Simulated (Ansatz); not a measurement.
# The atomisation energy (no zero-point term) down a group: C to Ge

Gas-phase molecules, one atom swapped for its congeners: GeH2(CH3)F; GeH2(SiH3)F; GeH2(GeH3)F. All are singlets with charge 0.

Shapes, held fixed at every level: PBE0-D4/def2-TZVP. Programs: Ansatz 0.2.0. Values in eV.

```tsv
level	GeH2(CH3)F	GeH2(GeH3)F
SPW92/def2-TZVPP	31.28	25.76
B3LYP-D4/def2-TZVPP	27.61	22.57
PBE0-D4/def2-TZVPP	27.50	22.33
wB97M-V/def2-TZVPP	27.66	22.55
B2PLYP/def2-TZVPP	27.47	22.44
MP2/def2-SVP	26.44	21.24
CCSD(T)/def2-TZVPP	27.34	22.57
```

**Question.** Estimate the column for GeH2(SiH3)F from its neighbours.

**Answer.** The mean of the neighbours at CCSD(T)/def2-TZVPP is 24.95 eV, against 23.43 from the run: the member lies nearer Ge. All rows: SPW92/def2-TZVPP 26.59; B3LYP-D4/def2-TZVPP 23.70; PBE0-D4/def2-TZVPP 23.37; wB97M-V/def2-TZVPP 23.70; B2PLYP/def2-TZVPP 23.48; MP2/def2-SVP 22.14; CCSD(T)/def2-TZVPP 23.43 eV. At CCSD(T)/def2-TZVPP the atomisation energy falls at every step, from 27.34 to 22.57 eV. Every level shows the same order. Relativity is left out for Ge. Outer-core shells of Ge are correlated, in sets that cover them unevenly. Spin-orbit coupling, which grows down the group, is left out (summed over each molecule's free atoms 0.14, 0.16, 0.26 eV). Coupled cluster in double- or triple-zeta sets underbinds by a few per cent against its basis-set limit.
